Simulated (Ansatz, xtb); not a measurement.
## H3PSeSi+: which of two structures lies lower

We compare a, a doublet given by its coordinates, with b, a doublet given by its coordinates. Both are isolated ions in the gas phase, relaxed with B3LYP/6-31G*.

a (Å):

```xyz
6

P    -2.5343    1.0132   -2.3653
Se    0.5088   -0.8841   -0.7779
Si   -1.4648   -0.8412   -1.7819
H    -1.4911    1.8407   -1.8484
H    -2.0765   -2.1559   -2.0642
H     0.5390   -2.3686   -0.7313
```

Close contacts (Å): P1–Si3 2.22, Se2–Si3 2.21, P1–H4 1.43, Se2–H6 1.49, Si3–H5 1.48.

b (Å):

```xyz
6

P    -1.0877   -2.0558   -1.4196
Se    0.6902   -0.7954   -2.0456
Si   -1.4972    0.0907   -1.9417
H    -1.6125    1.1666   -0.9431
H    -2.1719    0.1935   -3.2442
H    -0.8250   -2.2330   -0.0334
```

Close contacts (Å): P1–Se2 2.27, P1–Si3 2.25, Se2–Si3 2.36, P1–H6 1.42, Si3–H4 1.47, Si3–H5 1.47.

Quicker runs give these differences E(b) − E(a): GFN2-xTB −10.8 kcal/mol; HF/STO-3G +2.5 kcal/mol (at GFN2-xTB geometries); r2SCAN-D4/def2-SVP −6.7 kcal/mol (at GFN2-xTB geometries).

Estimate which is lower in electronic energy at CCSD(T)/def2-SVP + ΔMP2/def2-TZVPP, and by roughly how much.

The CCSD(T)/def2-SVP + ΔMP2/def2-TZVPP calculation puts structure b lower, by 6.9 kcal/mol.

Level by level:

```csv
level,geometry,E(b) − E(a) (kcal/mol),departure from the last row (kcal/mol),"job, with rough time for the two"
GFN2-xTB,GFN2-xTB,−10.8,−3.9,"optimisation, 0.18 s"
HF/STO-3G,GFN2-xTB,+2.5,+9.5,"single point, 1.5 s"
r2SCAN-D4/def2-SVP,GFN2-xTB,−6.7,+0.2,"single point, 9.6 s"
B3LYP/6-31G*,B3LYP/6-31G*,−6.2,+0.8,"optimisation, 86 s"
HF/def2-SVP,B3LYP/6-31G*,+1.5,+8.4,part of the CCSD(T) run
MP2/def2-SVP,B3LYP/6-31G*,−2.8,+4.2,part of the CCSD(T) run
CCSD(T)/def2-SVP,B3LYP/6-31G*,−3.1,+3.8,single point
CCSD(T)/def2-SVP + ΔMP2/def2-TZVPP,B3LYP/6-31G*,−6.9,,"single point, 62 s"
```

HF/STO-3G, HF/def2-SVP put the two in the other order. The largest departure from CCSD(T)/def2-SVP + ΔMP2/def2-TZVPP is that of HF/STO-3G, 9.5 kcal/mol. The last row adds to CCSD(T) the change of the MP2 difference between the two basis sets, here −3.8 kcal/mol, a large step that makes the value less sure.

With harmonic frequencies from B3LYP/6-31G* (ideal gas, rigid rotor, one conformer each, 298.15 K, 1 atm): the zero-point term adds +0.9 kcal/mol; ΔH is −6.5 and ΔG −5.3 kcal/mol.

Open shells are spin-unrestricted. The correlated steps freeze 19 core orbitals; the filled d shell of Se is correlated, in a basis made for valence electrons. Mirror images aren't counted in ΔG. Codes used: Ansatz 0.2.0, xtb 6.7.1; the last row on 1 thread of Arm Neoverse V1 on a shared host.
